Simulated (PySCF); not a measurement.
# What a mistake does to a calculation on Ge2H9NSi

Calculated results; nothing here was measured. The program is PySCF 2.14.0, an open-source quantum chemistry code, run on an isolated molecule that a program drew, which may never have been made. The molecule is Ge2H9NSi (charge 0, singlet), drawn as the SMILES string `[SiH3][GeH2][NH][GeH3]`.

Each row is a Hartree-Fock (HF) and frozen-core CCSD(T) single point in the cc-pV(D+d)Z basis, meant for a local HF minimum. Run 1 is clean. Each other run has one planted mistake out of seven kinds, and not every kind appears here: one electron removed, one electron added, multiplicity raised by two, geometry at a saddle point, minimal basis STO-3G, one bond length entered in bohr, all coordinates scaled. The reference is restricted for singlets and unrestricted otherwise, and also for a bond in bohr. Adding or removing an electron swaps singlet and doublet. Electrons count all cores. HOMO and LUMO are orbital energies over both spins, the gradient is its largest component, and the lowest frequency (negative if imaginary) is given only where the gradient is small. Bond lengths are over the 12 bonds as drawn. T1 is the CCSD diagnostic: over 0.02 (restricted) or 0.045 (unrestricted) a single reference is doubtful. Germanium has the cc-pVDZ-PP basis, with a core potential (ECP10MDF) in place of its 10 inner electrons, and its 3s, 3p and 3d shells are frozen in CCSD(T).

Geometry of the clean run:
```xyz
13
Ge2H9NSi, angstrom
Si    3.0260    1.0118    3.1931
Ge    1.2879   -0.6161    2.8480
N    -0.0694    0.1698    1.8707
Ge   -1.3387   -0.6702    0.8346
H     3.6336    1.3920    1.8967
H     4.0804    0.4638    4.0798
H     2.4539    2.2251    3.8269
H     0.7821   -1.1611    4.1986
H     1.7836   -1.8081    2.0200
H    -0.3763    1.0540    2.2392
H    -0.6261   -1.7433    0.0100
H    -1.9770    0.3820   -0.0781
H    -2.4448   -1.3343    1.6712
```

| run | electrons | basis functions | <S^2> | HOMO (eV) | LUMO (eV) | gradient (hartree/bohr) | lowest frequency (cm^-1) | mean bond (Å) | longest bond (Å) | T1 | HF (hartree) | CCSD(T) (hartree) | mistake |
|---|---|---|---|---|---|---|---|---|---|---|---|---|---|
| 1 | 94 | 128 | 0.000 | -9.89 | 3.13 | 8.9e-06 | 32 | 1.6020 | 2.406 | 0.0121 | -935.38097 | -935.94172 | no fault |
| 2 | 94 | 128 | 0.000 | -9.66 | 2.24 | 6.1e-02 | - | 1.7542 | 2.635 | 0.0143 | -935.29456 | -935.87515 | all coordinates scaled |
| 3 | 94 | 128 | 0.852 | -8.68 | 1.21 | 6.7e-03 | - | 1.7157 | 2.898 | 0.0368 | -935.27909 | -935.82747 | one bond length entered in bohr |
| 4 | 95 | 128 | 0.759 | 2.23 | 7.86 | 3.7e-02 | - | 1.6020 | 2.406 | 0.0196 | -935.28118 | -935.87214 | one electron added |
| 5 | 94 | 128 | 2.013 | -3.14 | 0.05 | 7.7e-02 | - | 1.6020 | 2.406 | 0.0258 | -935.19755 | -935.75001 | multiplicity raised by two |
| 6 | 93 | 128 | 0.766 | -15.35 | -5.47 | 6.4e-02 | - | 1.6020 | 2.406 | 0.0314 | -935.10033 | -935.62531 | ? |

**Which mistake was planted in run 6, and what did it cost?**

It counts 93 electrons, one fewer than the clean run, at the same geometry and basis. So the mistake is: one electron removed. Subtracting run 1 and multiplying by 627.51 kcal/mol a hartree, the energy moved by 176.1 kcal/mol in HF and 198.6 kcal/mol in CCSD(T).

Cautions from the logs. Run 4: the HOMO is above zero, so the electron isn't bound and the energy depends on the basis.
